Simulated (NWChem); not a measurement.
# Basis-set convergence for H$_{2}$BFS$_{2}$

SMILES: FB(S)S
```xyz
6

B      0.0000     0.0000     0.3631
F      0.0000     0.0000     1.6903
S      1.6304     0.0000    -0.4256
H      1.2045     0.0000    -1.7042
S     -1.6304     0.0000    -0.4256
H     -1.2045     0.0000    -1.7042
```
Charge 0, spin multiplicity 1.

All runs are NWChem calculations. The geometry was optimised at PBE0/def2-SVP, a minimum by its harmonic frequencies. It is one conformer; others weren't searched.

Quantity: vertical ionisation energy at the level ΔPBE0 (Δ: difference of total energies, the cation a doublet at the parent's geometry with its hole in an orbital of symmetry a2 (C2v labels); it is the state that the SCF runs reached, from PBE0 orbitals for Hartree-Fock references, and need not be the lowest).

The Pople sets run with spherical d functions. The structure started from a generated list of species. The stability of the SCF solutions was not checked.

Relative cost: rough, from shared machines, SCF included, STO-3G = 1.

```csv
basis,functions,vertical ionisation energy (eV),relative cost
STO-3G,30,?,1
3-21G,48,?,under 3
6-31G*,68,9.95,under 3
def2-SVP,74,9.96,under 3
cc-pVDZ,74,9.93,4
6-311++G**,118,?,4
def2-TZVP,148,9.93,7
cc-pVTZ,156,9.94,10
def2-TZVPD,187,9.94,20
aug-cc-pVTZ,238,9.95,200
```

**Question.** Fill in the missing entries.

**Answer.** 
- STO-3G, vertical ionisation energy (eV): 6.96
- 3-21G, vertical ionisation energy (eV): 10.31
- 6-311++G**, vertical ionisation energy (eV): 10.00
